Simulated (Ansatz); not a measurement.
Total energies of MoO₃, SMILES `[O]=[Mo](=[O])=[O]`.

Cartesian coordinates in Å:
```
O -1.262 -0.707 0.705
Mo 0.219 -0.340 -0.027
O 1.073 0.782 0.908
O -0.031 0.265 -1.587
```

Total charge 0; spin multiplicity 1. Correlated methods include outer-core shells of Mo, which these sets cover unevenly. Mo takes the def2 core potential. The geometry is a stationary point of PBE0-D4/def2-TZVP. Basis def2-TZVPP, Ansatz 0.2.0.

RPA on PBE orbitals: Hartree–Fock energy of these orbitals -292.10288 Eh, correlation -1.83223 Eh (frozen core).

```tsv
functional	energy without D4 (Eh)	D4 term (kJ/mol)
LDA (SPW92)	-292.38161	–
PBE	-293.89272	-9.2
revPBE	-294.07873	-26.3
BLYP	-294.05181	-20.5
r2SCAN	-294.00419	-2.0
B97M-V	-293.99571	–
PBE0	-293.79511	-7.7
B3LYP	-294.07270	-15.1
r2SCANh	-293.95039	-2.1
r2SCAN0	-293.87173	-2.4
HSE06 (plane-wave form)	-293.78598	-7.2
BHLYP	-293.77367	-12.3
CAM-B3LYP	-293.92148	-7.8
LC-ωPBE	-293.90193	–
ωB97X-V	-293.91332	–
ωB97M-V	-293.88630	–
B2PLYP	-293.85542	–
PBE-QIDH	-293.70820	–
```

B3LYP takes the VWN-RPA correlation (the form of Gaussian; ORCA's B3LYP/G). HSE06 is the plane-wave form, built on full-range PBE exchange. The double hybrids freeze the cores in their second-order part.

LC-ωPBE has ω = 0.4 bohr⁻¹.
